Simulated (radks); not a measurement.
Species: the arsenic ion As18+. Configuration: [Ne] 3s2 3p3. Calculated with a radial shooting solver on a logarithmic mesh with Libxc functionals: scalar-relativistic Kohn-Sham, r2SCAN, spin-polarised, spherical densities, finite nucleus; open shells are filled with parallel spins first; meta-GGA in the generalised Kohn-Sham scheme; Fermi nuclear charge, rms radius 4.0968 fm.

Normalised radial functions P(r) = r R(r), r in bohr:

r         2s down   2p up    3p up
0.005179   0.5505  0.0288   0.0141
0.006428   0.6497  0.0427   0.0209
0.008042   0.7624  0.0641   0.0314
0.01006    0.8806  0.0958   0.0469
0.01259    0.9965  0.1422   0.0695
0.01562    1.0943  0.2064   0.1008
0.01954    1.1629  0.3004   0.1465
0.02445    1.1734  0.4309   0.2096
0.03059    1.0950  0.6067   0.2940
0.03796    0.9046  0.8256   0.3975
0.0475     0.5621  1.1051   0.5265
0.05942    0.0631  1.4284   0.6687
0.07434   -0.5673  1.7688   0.8035
0.09226   -1.2301  2.0674   0.8928
0.1154    -1.8541  2.2810   0.8939
0.1444    -2.2662  2.3246   0.7451
0.1807    -2.3442  2.1497   0.4055
0.2242    -2.0738  1.7813  -0.0952
0.2805    -1.5320  1.2708  -0.7132
0.3509    -0.9212  0.7594  -1.2662
0.4391    -0.4343  0.3688  -1.5573
0.5449    -0.1615  0.1426  -1.4782
0.6817    -0.0410  0.0383  -1.0859
0.8529    -0.0067  0.0069  -0.5985
1.067     -0.0006  0.0007  -0.2353
1.324     0.0000  0.0000  -0.0652
1.657     0.0000  0.0000  -0.0106

2s down: eigenvalue -2185.9 eV, 1 radial node at r = 0.0609 bohr, <r> = 0.200 bohr, 90 % of the charge inside 0.309 bohr. 2p up: eigenvalue -2007.3 eV, 0 radial nodes, <r> = 0.175 bohr, 90 % of the charge inside 0.285 bohr. 3p up: eigenvalue -708.04 eV, 1 radial node at r = 0.216 bohr, <r> = 0.504 bohr, 90 % of the charge inside 0.746 bohr.
